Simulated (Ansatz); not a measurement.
The first iterations of a band of BCl2H + F (5 atoms, charge 0, multiplicity 2).

Theory: Ansatz, UHF/def2-SVP.

```yaml
movable_images: 5
climbing_image: yes
spring: 5.0 eV/Å²
optimiser: quadratic models (default)
start_path: through a guess of the saddle point
force_threshold: 0.2 eV/Å
iteration_limit: 60
end_points: relaxed
```

Initial state:

```xyz
5
Properties=species:S:1:pos:R:3
B 0.000 0.000 -0.267
H 0.000 0.000 0.919
Cl 1.519 0.000 -1.135
Cl -1.519 0.000 -1.135
F 0.000 0.000 3.857
```

Final state:

```xyz
5
Properties=species:S:1:pos:R:3
B -0.001 0.405 -0.619
H 0.005 0.489 2.679
Cl 1.537 -0.311 -1.006
Cl -1.539 -0.311 -1.007
F -0.002 -0.271 2.193
```

| iteration | highest image above the first end (eV) | largest band force component (eV/Å) |
| --- | --- | --- |
| 1 | 16.751 | 139.337 |
| 2 | 1.684 | 25.253 |
| 3 | 0.900 | 17.021 |
| 4 | 0.398 | 4.652 |
| 5 | 0.868 | 3.728 |
| 6 | 0.477 | 2.816 |
| 7 | 0.253 | 0.823 |

Task: Does the band converge within its limit, and where does its top end?

Result: The forces met the threshold. It ended after 22 iterations with the highest image 0.906 eV above the first end. The threshold of 0.2 eV/Å is loose, so the images may lie well off the minimum-energy path. Another band between the same ends (5 images) ends at a top of the same energy, where a vibrational analysis finds 1 clearly imaginary mode.

Time of the run: 3.6 min on 1 thread of Arm Neoverse V1 (shared host), peak memory 0.2 GiB.
